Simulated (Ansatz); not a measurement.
Reaction (ligand exchange at the Hf–N bond): `O=C=[N][Hf]([F])([F])[F]` + H₂Se → `[F][Hf]([F])([F])[SeH]` + `N=C=O`

Computed with Ansatz on PBE0-D4/def2-TZVP structures; ΔE is electronic, products minus reactants. CCSD(T)/CBS is the MP2 limit (def2-TZVPP, def2-QZVPP) plus CCSD(T) − MP2 in def2-TZVPP, frozen cores. This one scheme is used for every species. DFT in def2-TZVPP. def2 core potentials past Kr. For Hf, Se outer-core shells are correlated without core-valence functions, which leaves a few kJ/mol of doubt a bond. Scalar relativity is left out up to krypton. One conformer a species, not always the lowest.

CCSD(T)/CBS gives +36.4 kJ/mol.

Another level gave +30.2 kJ/mol. Which?
A. r2SCANh-D4/def2-TZVPP
B. CAM-B3LYP/def2-TZVPP
C. RPA@PBE/def2-TZVPP
D. PBE/def2-TZVPP

D. PBE 30.2, CAM-B3LYP 44.9, RPA@PBE/def2-TZVPP 40.5, r2SCANh-D4 34.9 kJ/mol.

Largest T1 diagnostic among the species: 0.018.

Leaving LDA and LC-ωPBE aside and taking each functional with its dispersion term where it has one, the values, not all of them listed here, spread over 14.6 kJ/mol, from PBE-D4 to CAM-B3LYP-D4. At CCSD(T), def2-SVP lies +20.8 kJ/mol from the extrapolated value and def2-TZVPP +4.1 kJ/mol. From BLYP to BHLYP (50 % exact exchange), in def2-TZVPP and without D4, ΔE moves by +6.0 kJ/mol.
